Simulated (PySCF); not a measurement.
Bi(37+): ionisation energy

Bi(37+) [Kr] 4d10 → Bi(38+) [Kr] 4d9 [4d3/2^4 4d5/2^5, M_J = 5/2], as a difference of total energies. Computed with PySCF 2.14 in an even-tempered Gaussian basis (17 s from 4.1 bohr⁻², ratio 2.8; 14 p from 5.4 bohr⁻², ratio 2.8; 9 d from 5.4 bohr⁻², ratio 2.8; 3 f from 25 bohr⁻², ratio 3), with the two-component X2C-1e Hamiltonian. Correlated levels: [Ar] 3d10 frozen; the 92 highest virtual spinors dropped. "Screened" scales the spin-orbit matrix elements by Boettger's factors to mimic the two-electron term; Breit and QED terms are absent.

```json
{"method": "GHF (spin-free)", "ionisation energy (eV)": "1795.1"}
{"method": "GMP2 (spin-free)", "ionisation energy (eV)": "1795.5"}
{"method": "GHF (screened spin-orbit)", "ionisation energy (eV)": "1781.7"}
{"method": "GMP2 (screened spin-orbit)", "ionisation energy (eV)": "1782.1"}
```

Breit and QED terms and the two-electron picture change are absent.

The spin-free rows lack the spin-orbit shift.

For comparison: 1784 ± 4 eV (theoretical estimate listed by NIST; NIST Atomic Spectra Database, ionization energies).
